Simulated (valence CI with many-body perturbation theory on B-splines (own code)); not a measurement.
## Forbidden lines of Sm³⁸⁺

Calculated by valence CI with perturbative core correlation (CI+MBPT): six valence electrons over a frozen Dirac-Fock core [Ar], radial functions for each j: 7 s, 7 p, 8 d, 6 f, 4 g, 1 h, with the one-electron correlation potential Σ1, the two-electron term Σ2, the three-electron term Σ3, Breit, model QED; selected CI, second order for the rest, scaled by the run's own slope (own B-spline code, finite nucleus).

The last digits are not significant, and no measured levels were compared; by estimate large intervals hold to a few tenths of a per cent, small ones and those within an open d or f shell to about a per cent. Core correlation moves these levels by up to 8300 cm⁻¹, and in measured spectra 5 to 20 % of such shifts remained as error; rates that hang on mixing are uncertain with them. Among the levels kept, up to 1000 cm⁻¹ of a level comes from second order outside the variational space, and about a tenth of that is noise between levels of different J, which matters for small intervals. Only levels of the ground parity were solved; by the run's estimate the other parity begins above the list, which can be wrong where configurations are misplaced.

Lines 1 to 50 of 120 in falling wavelength, among levels below 134.30 eV, chosen from the decays that carry over 1 % of a level's rate. Wavelengths and rates use the calculated energies. Electric multipoles are in the length gauge, E1 and E2 with the static RPA response of the core. Weak lines are less certain than strong ones. Lines between different terms over intervals too small for the method are left out, as are lines whose strength nearly cancels. The highest levels of a list are the least certain.

Levels are named by their leading jj configuration (3d3/2^4 stands for four electrons in 3d with j = 3/2), which in mixed levels can hold well under half, so a name can repeat and another be missing. Letters in brackets count levels of one name in rising energy.

```tsv
λ vac (nm)	Upper	Lower	Type	A (s⁻¹)	Branch %
216.4	(3d3/2^4 3d5/2^2) J=2	(3d3/2^4 3d5/2^2) J=4	E2	8.57e-03	100.0
205.4	(3d3/2^3 3d5/2^3) J=5	(3d3/2^3 3d5/2^3) J=4 [a]	M1	1.05e+03	2.4
142.0	(3d3/2^3 3d5/2^3) J=2 [b]	(3d3/2^3 3d5/2^3) J=3 [b]	M1	1.85e+03	1.5
128.6	(3d3/2^3 3d5/2^3) J=4 [b]	(3d3/2^3 3d5/2^3) J=3 [b]	M1	1.70e+03	9.1
124.5	(3d3/2^3 3d5/2^3) J=2 [a]	(3d3/2^3 3d5/2^3) J=1 [a]	M1	2.71e+03	1.8
120.3	(3d3/2^3 3d5/2^3) J=1 [a]	(3d3/2^4 3d5/2^2) J=0	M1	9.99e+03	5.1
110.6	(3d3/2^4 3d5/2^2) J=0	(3d3/2^4 3d5/2^2) J=2	E2	7.59e-01	100.0
106.7	(3d3/2^3 3d5/2^3) J=3 [b]	(3d3/2^3 3d5/2^3) J=4 [a]	M1	3.98e+03	3.1
106.1	(3d3/2^2 3d5/2^4) J=4 [c]	(3d3/2^2 3d5/2^4) J=4 [b]	M1	3.18e+03	1.0
96.65	(3d3/2^2 3d5/2^4) J=4 [b]	(3d3/2^2 3d5/2^4) J=4 [a]	M1	2.82e+03	1.2
94.74	(3d3/2^3 3d5/2^3) J=3 [c]	(3d3/2^3 3d5/2^3) J=3 [b]	M1	1.33e+03	1.5
90.69	(3d3/2^2 3d5/2^4) J=5	(3d3/2^3 3d5/2^3) J=4 [b]	M1	1.30e+04	5.6
88.76	(3d3/2^3 3d5/2^3) J=3 [c]	(3d3/2^3 3d5/2^3) J=2 [a]	M1	3.54e+03	3.9
85.95	(3d3/2^3 3d5/2^3) J=3 [b]	(3d3/2^3 3d5/2^3) J=3 [a]	M1	7.47e+03	5.8
84.10	(3d3/2^2 3d5/2^4) J=3 [a]	(3d3/2^3 3d5/2^3) J=2 [b]	M1	7.61e+03	1.9
81.47	(3d3/2^3 3d5/2^3) J=4 [b]	(3d3/2^3 3d5/2^3) J=5	M1	3.11e+03	16.6
80.33	(3d3/2^2 3d5/2^4) J=2 [a]	(3d3/2^3 3d5/2^3) J=3 [b]	M1	7.08e+03	1.6
75.96	(3d3/2^2 3d5/2^4) J=1	(3d3/2^2 3d5/2^4) J=2 [a]	M1	4.04e+03	1.3
69.14	(3d3/2^3 3d5/2^3) J=3 [a]	(3d3/2^4 3d5/2^2) J=2	M1	3.60e+04	18.4
67.74	(3d3/2^2 3d5/2^4) J=3 [b]	(3d3/2^3 3d5/2^3) J=4 [b]	M1	3.33e+04	12.5
67.50	(3d3/2^2 3d5/2^4) J=2 [d]	(3d3/2^2 3d5/2^4) J=2 [c]	M1	7.28e+03	2.3
66.75	(3d3/2^2 3d5/2^4) J=2 [c]	(3d3/2^2 3d5/2^4) J=3 [a]	M1	6.43e+03	1.5
64.55	(3d3/2^2 3d5/2^4) J=3 [b]	(3d3/2^3 3d5/2^3) J=2 [b]	M1	7.14e+03	2.7
63.34	(3d3/2^3 3d5/2^3) J=2 [b]	(3d3/2^3 3d5/2^3) J=1 [a]	M1	1.30e+04	10.6
62.72	(3d3/2^3 3d5/2^3) J=0	(3d3/2^3 3d5/2^3) J=1 [a]	M1	4.11e+04	99.1
62.01	(3d3/2^2 3d5/2^4) J=4 [b]	(3d3/2^3 3d5/2^3) J=3 [c]	M1	8.70e+03	3.8
61.21	(3d3/2^2 3d5/2^4) J=4 [a]	(3d3/2^3 3d5/2^3) J=3 [b]	M1	8.95e+03	2.0
58.96	(3d3/2^3 3d5/2^3) J=1 [b]	(3d3/2^3 3d5/2^3) J=1 [a]	M1	1.62e+04	13.0
58.33	(3d3/2^3 3d5/2^3) J=4 [b]	(3d3/2^3 3d5/2^3) J=4 [a]	M1	1.12e+04	59.9
57.80	(3d3/2^2 3d5/2^4) J=4 [c]	(3d3/2^2 3d5/2^4) J=5	M1	1.36e+04	4.3
57.63	(3d3/2^3 3d5/2^3) J=1 [a]	(3d3/2^4 3d5/2^2) J=2	M1	1.85e+05	94.9
57.48	(3d3/2^2 3d5/2^4) J=1	(3d3/2^3 3d5/2^3) J=1 [b]	M1	5.28e+04	16.6
56.60	(3d3/2 3d5/2^5) J=2	(3d3/2^2 3d5/2^4) J=2 [c]	M1	1.57e+04	2.3
54.31	(3d3/2^2 3d5/2^4) J=1	(3d3/2^3 3d5/2^3) J=0	M1	6.16e+04	19.3
53.85	(3d3/2^2 3d5/2^4) J=1	(3d3/2^3 3d5/2^3) J=2 [b]	M1	3.07e+04	9.6
53.54	(3d3/2^3 3d5/2^3) J=2 [b]	(3d3/2^3 3d5/2^3) J=3 [a]	M1	8.20e+04	66.7
53.34	(3d3/2 3d5/2^5) J=3	(3d3/2^2 3d5/2^4) J=2 [c]	M1	7.69e+04	12.7
53.16	(3d3/2^2 3d5/2^4) J=2 [b]	(3d3/2^3 3d5/2^3) J=1 [b]	M1	6.62e+03	2.3
52.81	(3d3/2^2 3d5/2^4) J=3 [a]	(3d3/2^3 3d5/2^3) J=3 [b]	M1	1.19e+04	2.9
52.40	(3d3/2^3 3d5/2^3) J=3 [a]	(3d3/2^4 3d5/2^2) J=4	M1	1.59e+05	81.5
50.90	(3d3/2^2 3d5/2^4) J=3 [a]	(3d3/2^3 3d5/2^3) J=2 [a]	M1	5.19e+04	12.9
50.59	(3d3/2^2 3d5/2^4) J=4 [c]	(3d3/2^2 3d5/2^4) J=4 [a]	M1	1.55e+04	4.9
50.04	(3d3/2^2 3d5/2^4) J=2 [b]	(3d3/2^3 3d5/2^3) J=2 [b]	M1	2.27e+04	8.0
47.99	(3d3/2^2 3d5/2^4) J=4 [a]	(3d3/2^3 3d5/2^3) J=5	M1	7.28e+04	16.1
47.19	(3d3/2^2 3d5/2^4) J=2 [a]	(3d3/2^3 3d5/2^3) J=1 [a]	M1	9.26e+04	20.4
46.84	(3d3/2^3 3d5/2^3) J=4 [a]	(3d3/2^4 3d5/2^2) J=4	M1	2.04e+05	100.0
46.58	(3d3/2^2 3d5/2^4) J=2 [c]	(3d3/2^2 3d5/2^4) J=2 [a]	M1	8.17e+03	1.9
46.07	(3d3/2^2 3d5/2^4) J=2 [d]	(3d3/2^2 3d5/2^4) J=2 [b]	M1	7.20e+03	2.3
44.37	(3d3/2^2 3d5/2^4) J=3 [b]	(3d3/2^3 3d5/2^3) J=3 [b]	M1	1.15e+05	43.0
43.11	(3d3/2^2 3d5/2^4) J=0 [a]	(3d3/2^3 3d5/2^3) J=1 [a]	M1	5.71e+05	99.7
```
